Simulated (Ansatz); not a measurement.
`C=CCOB(O)O`, charge 0, multiplicity 1.

Give a relaxed structure at PBE0-D4/def2-TZVP (Ansatz). (Estimate.)

Ansatz gave: 
Cartesian coordinates in Å:
```
C -0.0842 -2.3795 -1.5048
C 0.0877 -1.0809 -1.3119
C -0.4801 -0.3263 -0.1609
O 0.5558 0.3962 0.4883
B 0.2938 1.5424 1.1751
O 1.3184 2.2013 1.7979
O -0.9749 2.0427 1.2466
H 0.3174 -2.8837 -2.3758
H -0.6405 -2.9866 -0.7970
H 0.6576 -0.4911 -2.0261
H -1.2519 0.3697 -0.5079
H -0.9490 -1.0147 0.5500
H 2.1578 1.7523 1.6755
H -1.0077 2.8582 1.7511
```
This is one stationary point; other conformers may exist.
